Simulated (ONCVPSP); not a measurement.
# What the settings do to the ONCV potential of nickel (Ni)

Base potential:

Ni (Z = 28), optimised norm-conserving Vanderbilt (ONCV), made with ONCVPSP 4.0.1 (PBE, scalar-relativistic). Core [Ne], reference 3s2 3p6 3d8 4s2. Waves: 3s+4s: rc 1.25 bohr, ncon 4, nbas 8, qcut 8.6 1/bohr, 2 projectors; 3p: rc 1.05 bohr, ncon 4, nbas 9, qcut 14 1/bohr, 2 projectors, debl 0.4 Ha; 3d: rc 1.10 bohr, ncon 4, nbas 8, qcut 17.1 1/bohr, 2 projectors, debl 1.2 Ha; f scattering state at 0.17 Ha: rc 0.95 bohr, ncon 4, nbas 8, qcut 13.2 1/bohr, local. Local part: the f channel. Core correction: Teter function, fcfact 2.25, rcfact 1.55.

In the p channel the program set the typed energies aside and used -2.623, 0.250 Ha.

All-electron outer shells of the reference configuration (PBE, scalar-relativistic, ld1.x):

```csv
shell,level (eV),outermost node (bohr),outermost maximum (bohr)
2p,-844.68,–,0.16
3s,-111.06,0.30,0.64
3p,-71.39,0.27,0.65
3d,-8.87,–,0.63
4s,-5.64,0.92,2.24
```

Cutoffs, loose and tight: the cutoffs (Ha) at which the residual kinetic energy of the hardest occupied pseudo-wave falls to 1 and 0.1 mHa per electron. They do not see the model core or the augmentation charge, which bear on the density cutoff. Test errors are all-electron minus pseudo excitation energies from the reference, over the configurations 3s2 3p6 3d8 4s1; 3s2 3p6 3d8 4s0; 3s2 3p6 3d7 4s0; 3s2 3p6 3d8 4s1.5. A dash means not determined; rows that change the core or the reference have their own tests.

| change | outcome | cutoff, loose | cutoff, tight | bound ghosts | GHOST(+) flags above zero | largest test error (meV) |
| --- | --- | --- | --- | --- | --- | --- |
| base | generated, projector energies reset by the program | 95 Ha | 109 Ha | none | none | -6.3 |
| all radii but the core radius scaled by about 0.76 (s 0.96, p 0.80, d 0.84, f 0.72 bohr) | generated, projector energies reset by the program | 119 Ha | 191 Ha | none | none | -5.5 |
| all radii but the core radius scaled by about 0.86 (s 1.08, p 0.90, d 0.94, f 0.82 bohr) | generated, projector energies reset by the program | 108 Ha | 131 Ha | none | none | -6.4 |
| all radii but the core radius scaled by about 1.09 (s 1.36, p 1.14, d 1.20, f 1.04 bohr) | generated, projector energies reset by the program | 85 Ha | 97 Ha | none | none | -5.1 |
| all radii but the core radius scaled by about 1.18 (s 1.48, p 1.24, d 1.30, f 1.12 bohr) | generated, projector energies reset by the program | 84 Ha | 98 Ha | none | none | -4.4 |
| all radii but the core radius scaled by about 1.30 (s 1.62, p 1.36, d 1.42, f 1.24 bohr) | failed: ERROR pspot: first pseudo wave function has node, program will stop | – | – | – | – | – |

Question: What comes out with this change to the base: all radii but the core radius scaled by about 1.25 (s 1.56, p 1.30, d 1.38, f 1.18 bohr)?

Answer: outcome: generated, projector energies reset by the program; cutoff, loose: 70 Ha; cutoff, tight: 80 Ha; bound ghosts: none; GHOST(+) flags above zero: none; largest test error (meV): -1.0.

Question: What comes out with this change to the base: all radii but the core radius scaled by about 0.93 (s 1.16, p 0.98, d 1.02, f 0.88 bohr)?

Answer: outcome: generated, projector energies reset by the program; cutoff, loose: 102 Ha; cutoff, tight: 117 Ha; bound ghosts: none; GHOST(+) flags above zero: none; largest test error (meV): -6.6.

Reading the sweep of the scale of all radii but the core radius (base = 1) (base included, trends over the rows without a ghost): The loose cutoff falls from 119 Ha at 0.76 to 70 Ha at 1.25. A larger radius leaves more room for a smooth pseudo-wave, so fewer plane waves are needed; a smaller one forces it to follow the all-electron wave where it bends sharply. The median size of the test errors (rows with all tests solved) stays near 0.3 meV. The generation fails at 1.3.
